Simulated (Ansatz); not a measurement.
System: H5S (charge 0, doublet). 
Geometry from a B3LYP-D3(BJ)/def2-TZVP (Ansatz, a program for electronic structure) optimisation:
```xyz
6

S      0.0688    -0.0002     0.0009
H     -1.2769     0.0031    -0.0169
H      0.0473     1.4810     0.0119
H      0.0404    -1.4812    -0.0107
H      0.0242    -0.0114     1.4816
H      0.0635     0.0112    -1.4804
```
Charge 0, spin multiplicity 2.

Atomisation energy built up term by term with Ansatz (kcal/mol; UHF references for open shells; valence terms freeze the core; atomic spin-orbit terms are left out). Basis-set limits of correlation are two-point, X^-3; Hartree-Fock from the larger set.

```csv
term,basis,kcal/mol
Hartree-Fock,cc-pV(Q+d)Z,[?]
CCSD correlation,"CBS(cc-pV(T+d)Z,cc-pV(Q+d)Z)",[?]
(T),"CBS(cc-pV(T+d)Z,cc-pV(Q+d)Z)",4.17
CCSDT - CCSD(T),cc-pV(D+d)Z,0.46
core correlation,cc-pwCVTZ,0.10
scalar relativity (X2C),cc-pVTZ-DK against cc-pVTZ,-0.84
sum: De,,[?]
```

**Question.** What belongs in the gaps?

**Answer.** 
- Hartree-Fock, kcal/mol: 125.36
- CCSD correlation, kcal/mol: 99.87
- sum: De, kcal/mol: 229.1
